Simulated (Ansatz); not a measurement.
System: MoH$_{5}$, net charge 0, doublet state. The spin state was set by rule; other spins were not relaxed. 
Coordinates optimised at B3LYP-D3(BJ)/def2-TZVP (Ansatz, a quantum-chemistry and plane-wave program):
```
Mo
H 1 1.6535
H 2 1.6128 1 60.81
H 1 1.6822 2 118.28 3 38.04
H 1 1.6822 2 69.99 3 144.72
H 1 1.7073 2 114.23 3 -104.56
```
Charge 0, spin multiplicity 2.

Basis-set convergence of Hartree-Fock and CCSD(T) correlation energies (hartree) with Ansatz. Valence correlation only, unless marked. Open shells are spin-unrestricted. No spin-orbit coupling. The frozen core is the preceding noble-gas configuration, with the filled d and f shells of earlier blocks. Past Kr the def2 sets carry scalar-relativistic core potentials.

```csv
basis,functions,E(HF),"E(corr, CCSD(T))"
def2-SVPD,74,-70.25618,-0.27732
def2-TZVPPD,141,[?],[?]
```

Question: Fill in the missing entries.

Answer: 
- def2-TZVPPD, E(HF): -70.28498
- def2-TZVPPD, E(corr, CCSD(T)): -0.32020
